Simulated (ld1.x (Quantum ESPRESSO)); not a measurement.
**iodine: PAW pseudisation with LDA (PZ), scalar-relativistic reference atom.**

ld1.x (Quantum ESPRESSO) 7.5 was run on this input:

```
&input
   title='I', zed=53., rel=1, dft='PZ', iswitch=3,
   config='[Kr] 4d10 5s2 5p5',
   nld=3, rlderiv=1.60, eminld=-15.0, emaxld=5.0, deld=0.04
 /
 &inputp
   pseudotype=3, lpaw=.true., tm=.true., lloc=-1, rcloc=0.85,
   nlcc=.true., new_core_ps=.true.,
   which_augfun='BESSEL', rmatch_augfun=0.80,
   file_pseudopw='I.UPF', file_wfcaegen='ae.wfc', file_wfcncgen='nc.wfc', file_beta='beta', file_chi='chi', file_wfcusgen='us.wfc'
 /
6
4S  1  0   2.00   0.00  1.00  1.30  0.0
5S  2  0   2.00   0.00  1.00  1.30  0.0
4P  2  1   6.00   0.00  1.10  1.45  0.0
5P  3  1   5.00   0.00  1.10  1.45  0.0
4D  3  2  10.00   0.00  0.95  1.10  0.0
4D  3  2   0.00  -2.85  0.95  1.10  0.0
 &test
   configts(1)='4s2 4p6 4d10 5s2 5p5'
 /
```

Command:

```bash
ld1.x < I.in > I.out
```

The program printed (shortened: banner, matrices, multipoles, cross overlaps and the repeated all-electron block are left out):

```
Program LD1 v.7.5
     --------------------------- All-electron run ----------------------------

     I
     scalar relativistic calculation

     atomic number is 53.00
     dft =PZ   lsd =0 sic =0 latt =0  beta=0.20 tr2=1.0E-14
     Exchange-correlation= PZ
                           (   1   1   0   0   0   0   0)
     mesh =1247 r(mesh) =  99.95380 a.u. xmin = -7.00 dx = 0.01250
     1 Ry =  13.60569312 eV, c = 137.03599908

     n l     nl                  e(Ry)          e(Ha)          e(eV)
     1 0     1S 1( 2.00)     -2421.6599     -1210.8300    -32948.3621
     2 0     2S 1( 2.00)      -374.2278      -187.1139     -5091.6285
     2 1     2P 1( 6.00)      -336.0717      -168.0359     -4572.4890
     3 0     3S 1( 2.00)       -75.4949       -37.7475     -1027.1607
     3 1     3P 1( 6.00)       -63.1292       -31.5646      -858.9169
     4 0     4S 1( 2.00)       -13.2413        -6.6207      -180.1577
     4 1     4P 1( 6.00)        -9.3589        -4.6795      -127.3344
     3 2     3D 1(10.00)       -44.5566       -22.2783      -606.2241
     4 2     4D 1(10.00)        -3.6991        -1.8496       -50.3295
     5 0     5S 1( 2.00)        -1.2976        -0.6488       -17.6544
     5 1     5P 1( 5.00)        -0.5325        -0.2662        -7.2444

     final scf error:  5.8E-15 reached in  34 iterations

     Etot =  -14221.224453 Ry,   -7110.612226 Ha, -193489.615738 eV

     Ekin =   14923.933852 Ry,    7461.966926 Ha,  203050.464179 eV
     Encl =  -34421.942974 Ry,  -17210.971487 Ha, -468334.392806 eV
     Eh   =    5627.148024 Ry,    2813.574012 Ha,   76561.249177 eV
     Exc  =    -350.363355 Ry,    -175.181677 Ha,   -4766.936287 eV

     normalization and overlap integrals

     s(1S/1S) =  1.000000  <r> =   0.0272  <r2> =    0.0010  r(max) =   0.0175
     s(2S/2S) =  1.000000  <r> =   0.1173  <r2> =    0.0162  r(max) =   0.0995
     s(2P/2P) =  1.000000  <r> =   0.1025  <r2> =    0.0128  r(max) =   0.0794
     s(3S/3S) =  1.000000  <r> =   0.3146  <r2> =    0.1131  r(max) =   0.2843
     s(3P/3P) =  1.000000  <r> =   0.3125  <r2> =    0.1133  r(max) =   0.2807
     s(4S/4S) =  1.000000  <r> =   0.7401  <r2> =    0.6192  r(max) =   0.6820
     s(4P/4P) =  1.000000  <r> =   0.7923  <r2> =    0.7159  r(max) =   0.7169
     s(3D/3D) =  1.000000  <r> =   0.2888  <r2> =    0.0987  r(max) =   0.2327
     s(4D/4D) =  1.000000  <r> =   0.9224  <r2> =    0.9974  r(max) =   0.7825
     s(5S/5S) =  1.000000  <r> =   1.9577  <r2> =    4.3509  r(max) =   1.6984
     s(5P/5P) =  1.000000  <r> =   2.4701  <r2> =    7.0649  r(max) =   2.0233

     ------------------------ End of All-electron run ------------------------

     --------------------- Generating PAW atomic setup --------------------

      Generating local potential from pseudized AE potential:
      Matching radius rcloc =   0.8500

      Local pseudo, rcloc= 0.843 Estimated cut-off energy=    34.69 Ry

      Computing core charge for nlcc:

       r > 0.48 : true rho core
      Core charge pseudized with two Bessel functions
      Integrated core pseudo-charge :  18.83
      Wfc-us  4S rcutus= 1.290  Estimated cut-off energy=    34.08 Ry
      Wfc-us  5S rcutus= 1.290  Estimated cut-off energy=    69.55 Ry
      Wfc-us  4P rcutus= 1.462  Estimated cut-off energy=    41.44 Ry
      Wfc-us  5P rcutus= 1.462  Estimated cut-off energy=    31.49 Ry
      Wfc-us  4D rcutus= 1.110  Estimated cut-off energy=    94.65 Ry
      Wfc-us  4D rcutus= 1.110  Estimated cut-off energy=    97.97 Ry

     Required augmentation: BESSEL   radius:    0.800000
     Suggested rho cutoff for augmentation: 154.25 Ry

     Estimated PAW energy = -891.351110 Ryd

     ------------------- End of pseudopotential generation -------------------

     Computing logarithmic derivative in   1.60557
     Computing logarithmic derivative in   1.60557
     Computing the partial wave expansion
     R is outside the sphere for l=    0 j= 0.00
     R is outside the sphere for l=    0 j= 0.00
     R is outside the sphere for l=    1 j= 0.00
     R is outside the sphere for l=    1 j= 0.00
     R is outside the sphere for l=    2 j= 0.00
     R is outside the sphere for l=    2 j= 0.00

     ---------------------- Testing the pseudopotential ----------------------

     I
     scalar relativistic calculation

     atomic number is 53.00   valence charge is 25.00
     dft = SLA  PZ   NOGX NOGC   lsd =0 sic =0 latt =0  beta=0.20 tr2=1.0E-14
     mesh =1247 r(mesh) =  99.95380 xmin = -7.00 dx = 0.01250

     n l     nl             e AE (Ry)        e PS (Ry)    De AE-PS (Ry)
     1 0     4S   1( 2.00)      -13.24134      -13.24094       -0.00040
     2 1     4P   1( 6.00)       -9.35890       -9.35827       -0.00063
     3 2     4D   1(10.00)       -3.69915       -3.69888       -0.00027
     2 0     5S   1( 2.00)       -1.29757       -1.29751       -0.00007
     3 1     5P   1( 5.00)       -0.53245       -0.53241       -0.00005

     eps = 8.5E-17  iter = 14

     Etot =  -14221.224453 Ry,   -7110.612226 Ha, -193489.615738 eV
     Etotps =  -891.351282 Ry,    -445.675641 Ha,  -12127.452012 eV

     Ekin =     766.337665 Ry,     383.168832 Ha,   10426.555098 eV
     Encl =   -1793.013210 Ry,    -896.506605 Ha,  -24395.187495 eV
     Ehrt =     485.691161 Ry,     242.845581 Ha,    6608.164891 eV
     Ecxc =    -350.366899 Ry,    -175.183449 Ha,   -4766.984506 eV
     (Ecc =    -109.401022 Ry,     -54.700511 Ha,   -1488.476734 eV)

     ---------------------- End of pseudopotential test ----------------------
```

Note: ghost state, extra bound levels that the all-electron valence spectrum of the same l lacks: s at -116.4 eV. A true bound ghost makes a file unfit for plane-wave use.

Generation and configuration tests took about 3.5 s on one core of a shared server CPU.

Transferability test of the new file with ld1.x, input:

```
&input
   title='I', zed=53., rel=1, dft='PZ', iswitch=2,
   config='[Kr] 4d10 5s2 5p5'
 /
 &test
   file_pseudo='I.UPF', nconf=10,
   configts(1)='4s2 4p6 4d10 5s2 5p5',
   configts(2)='4s2 4p6 4d10 5s2 5p4',
   configts(3)='4s2 4p6 4d10 5s2 5p3',
   configts(4)='4s2 4p6 4d10 5s2 5p2',
   configts(5)='4s2 4p6 4d10 5s1 5p5',
   configts(6)='4s2 4p6 4d9 5s2 5p6',
   configts(7)='4s2 4p6 4d10 5s2 5p4.5',
   configts(8)='4s2 4p6 4d10 5s1 5p6',
   configts(9)='4s2 4p6 4d10 5s2 5p5', lsdts(9)=1,
   configts(10)='4s2 4p6 4d10 5s2 5p4', lsdts(10)=1
 /
```

```bash
ld1.x < I.test.in > I.test.out
```

Pseudopotential blocks of its output, shortened (energy terms left out):

```
     ---------------------- Testing the pseudopotential ----------------------

     n l     nl             e AE (Ry)        e PS (Ry)    De AE-PS (Ry)
     1 0     4S   1( 2.00)      -13.24134      -13.24094       -0.00040
     2 1     4P   1( 6.00)       -9.35890       -9.35827       -0.00063
     3 2     4D   1(10.00)       -3.69915       -3.69888       -0.00027
     2 0     5S   1( 2.00)       -1.29757       -1.29751       -0.00007
     3 1     5P   1( 5.00)       -0.53245       -0.53241       -0.00005

     eps = 9.9E-17  iter = 14

     Etot =  -14221.224453 Ry,   -7110.612226 Ha, -193489.615737 eV
     Etotps =  -891.351282 Ry,    -445.675641 Ha,  -12127.452012 eV

     ---------------------- End of pseudopotential test ----------------------

          ---------------------- Testing the pseudopotential ----------------------

     n l     nl             e AE (Ry)        e PS (Ry)    De AE-PS (Ry)
     1 0     4S   1( 2.00)      -13.94593      -13.94501       -0.00092
     2 1     4P   1( 6.00)      -10.06295      -10.06183       -0.00112
     3 2     4D   1(10.00)       -4.40089       -4.40022       -0.00067
     2 0     5S   1( 2.00)       -1.94937       -1.94916       -0.00022
     3 1     5P   1( 4.00)       -1.14227       -1.14213       -0.00014

     eps = 1.8E-15  iter = 14

     Etot =  -14220.393569 Ry,   -7110.196785 Ha, -193478.310992 eV
     Etotps =  -890.520252 Ry,    -445.260126 Ha,  -12116.145273 eV
     dEtot_ae =       0.830883 Ry
     dEtot_ps =       0.831030 Ry,   Delta E=      -0.000147 Ry

     ---------------------- End of pseudopotential test ----------------------

          ---------------------- Testing the pseudopotential ----------------------

     n l     nl             e AE (Ry)        e PS (Ry)    De AE-PS (Ry)
     1 0     4S   1( 2.00)      -14.74399      -14.74245       -0.00154
     2 1     4P   1( 6.00)      -10.85993      -10.85825       -0.00168
     3 2     4D   1(10.00)       -5.19366       -5.19253       -0.00113
     2 0     5S   1( 2.00)       -2.66966       -2.66922       -0.00044
     3 1     5P   1( 3.00)       -1.81753       -1.81727       -0.00026

     eps = 2.3E-17  iter = 15

     Etot =  -14218.918879 Ry,   -7109.459439 Ha, -193458.246802 eV
     Etotps =  -889.045354 Ry,    -444.522677 Ha,  -12096.078255 eV
     dEtot_ae =       2.305574 Ry
     dEtot_ps =       2.305929 Ry,   Delta E=      -0.000354 Ry

     ---------------------- End of pseudopotential test ----------------------

          ---------------------- Testing the pseudopotential ----------------------

     n l     nl             e AE (Ry)        e PS (Ry)    De AE-PS (Ry)
     1 0     4S   1( 2.00)      -15.61984      -15.61775       -0.00209
     2 1     4P   1( 6.00)      -11.73406      -11.73194       -0.00212
     3 2     4D   1(10.00)       -6.06148       -6.05998       -0.00150
     2 0     5S   1( 2.00)       -3.44369       -3.44300       -0.00070
     3 1     5P   1( 2.00)       -2.54467       -2.54432       -0.00035

     eps = 5.5E-15  iter = 19

     Etot =  -14216.742283 Ry,   -7108.371141 Ha, -193428.632711 eV
     Etotps =  -886.868462 Ry,    -443.434231 Ha,  -12066.460137 eV
     dEtot_ae =       4.482170 Ry
     dEtot_ps =       4.482820 Ry,   Delta E=      -0.000650 Ry

     ---------------------- End of pseudopotential test ----------------------

          ---------------------- Testing the pseudopotential ----------------------

     n l     nl             e AE (Ry)        e PS (Ry)    De AE-PS (Ry)
     1 0     4S   1( 2.00)      -14.04757      -14.04583       -0.00174
     2 1     4P   1( 6.00)      -10.16365      -10.16195       -0.00170
     3 2     4D   1(10.00)       -4.49787       -4.49660       -0.00126
     2 0     5S   1( 1.00)       -2.00501       -2.00463       -0.00038
     3 1     5P   1( 5.00)       -1.18507       -1.18484       -0.00023

     eps = 5.5E-15  iter = 14

     Etot =  -14219.580031 Ry,   -7109.790015 Ha, -193467.242239 eV
     Etotps =  -889.706809 Ry,    -444.853405 Ha,  -12105.077818 eV
     dEtot_ae =       1.644422 Ry
     dEtot_ps =       1.644473 Ry,   Delta E=      -0.000051 Ry

     ---------------------- End of pseudopotential test ----------------------

          ---------------------- Testing the pseudopotential ----------------------

     n l     nl             e AE (Ry)        e PS (Ry)    De AE-PS (Ry)
     1 0     4S   1( 2.00)      -13.79993      -13.79566       -0.00428
     2 1     4P   1( 6.00)       -9.89271       -9.88767       -0.00504  !
     3 2     4D   1( 9.00)       -4.17449       -4.17118       -0.00331
     2 0     5S   1( 2.00)       -1.43049       -1.42898       -0.00151
     3 1     5P   1( 6.00)       -0.60955       -0.60915       -0.00041

     eps = 7.8E-15  iter = 14

     Etot =  -14217.860057 Ry,   -7108.930028 Ha, -193443.840795 eV
     Etotps =  -887.986928 Ry,    -443.993464 Ha,  -12081.677641 eV
     dEtot_ae =       3.364396 Ry
     dEtot_ps =       3.364354 Ry,   Delta E=       0.000042 Ry

     ---------------------- End of pseudopotential test ----------------------

          ---------------------- Testing the pseudopotential ----------------------

     n l     nl             e AE (Ry)        e PS (Ry)    De AE-PS (Ry)
     1 0     4S   1( 2.00)      -13.58058      -13.57994       -0.00064
     2 1     4P   1( 6.00)       -9.69793       -9.69707       -0.00086
     3 2     4D   1(10.00)       -4.03724       -4.03679       -0.00045
     2 0     5S   1( 2.00)       -1.61362       -1.61349       -0.00013
     3 1     5P   1( 4.50)       -0.82802       -0.82793       -0.00009

     eps = 3.5E-15  iter = 16

     Etot =  -14220.885280 Ry,   -7110.442640 Ha, -193485.001058 eV
     Etotps =  -891.012051 Ry,    -445.506025 Ha,  -12122.836532 eV
     dEtot_ae =       0.339173 Ry
     dEtot_ps =       0.339232 Ry,   Delta E=      -0.000059 Ry

     ---------------------- End of pseudopotential test ----------------------

          ---------------------- Testing the pseudopotential ----------------------

     n l     nl             e AE (Ry)        e PS (Ry)    De AE-PS (Ry)
     1 0     4S   1( 2.00)      -13.34114      -13.34010       -0.00105
     2 1     4P   1( 6.00)       -9.45781       -9.45676       -0.00105
     3 2     4D   1(10.00)       -3.79444       -3.79372       -0.00072
     2 0     5S   1( 1.00)       -1.35105       -1.35088       -0.00017
     3 1     5P   1( 6.00)       -0.57105       -0.57095       -0.00010

     eps = 6.8E-15  iter = 15

     Etot =  -14220.451862 Ry,   -7110.225931 Ha, -193479.104109 eV
     Etotps =  -890.578710 Ry,    -445.289355 Ha,  -12116.940630 eV
     dEtot_ae =       0.772590 Ry
     dEtot_ps =       0.772572 Ry,   Delta E=       0.000018 Ry

     ---------------------- End of pseudopotential test ----------------------

          ---------------------- Testing the pseudopotential ----------------------

     n l     nl             e AE (Ry)        e PS (Ry)    De AE-PS (Ry)
     1 0     4S   1( 1.00)      -13.24248      -13.24207       -0.00041
     2 1     4P   1( 3.00)       -9.36030       -9.35969       -0.00061
     3 2     4D   1( 5.00)       -3.70204       -3.70176       -0.00029
     2 0     5S   1( 1.00)       -1.31453       -1.31447       -0.00006
     3 1     5P   1( 3.00)       -0.54892       -0.54888       -0.00004
     1 0     4S   2( 1.00)      -13.23771      -13.23735       -0.00036
     2 1     4P   2( 3.00)       -9.35502       -9.35440       -0.00062
     3 2     4D   2( 5.00)       -3.69377       -3.69353       -0.00023
     2 0     5S   2( 1.00)       -1.27775       -1.27768       -0.00007
     3 1     5P   2( 2.00)       -0.51338       -0.51333       -0.00005

     eps = 5.1E-15  iter = 12

     Etot =  -14221.233322 Ry,   -7110.616661 Ha, -193489.736411 eV
     Etotps =  -891.360160 Ry,    -445.680080 Ha,  -12127.572799 eV
     dEtot_ae =      -0.008869 Ry
     dEtot_ps =      -0.008878 Ry,   Delta E=       0.000008 Ry

     ---------------------- End of pseudopotential test ----------------------

          ---------------------- Testing the pseudopotential ----------------------

     n l     nl             e AE (Ry)        e PS (Ry)    De AE-PS (Ry)
     1 0     4S   1( 1.00)      -13.94656      -13.94569       -0.00087
     2 1     4P   1( 3.00)      -10.06419      -10.06317       -0.00102
     3 2     4D   1( 5.00)       -4.40551       -4.40487       -0.00064
     2 0     5S   1( 1.00)       -1.98499       -1.98480       -0.00019
     3 1     5P   1( 3.00)       -1.17788       -1.17776       -0.00013
     1 0     4S   2( 1.00)      -13.93582      -13.93504       -0.00077
     2 1     4P   2( 3.00)      -10.05228      -10.05121       -0.00107
     3 2     4D   2( 5.00)       -4.38679       -4.38625       -0.00054
     2 0     5S   2( 1.00)       -1.90140       -1.90119       -0.00021
     3 1     5P   2( 1.00)       -1.09460       -1.09447       -0.00013

     eps = 7.6E-15  iter = 13

     Etot =  -14220.434827 Ry,   -7110.217413 Ha, -193478.872326 eV
     Etotps =  -890.561529 Ry,    -445.280764 Ha,  -12116.706869 eV
     dEtot_ae =       0.789626 Ry
     dEtot_ps =       0.789753 Ry,   Delta E=      -0.000127 Ry

     ---------------------- End of pseudopotential test ----------------------
```
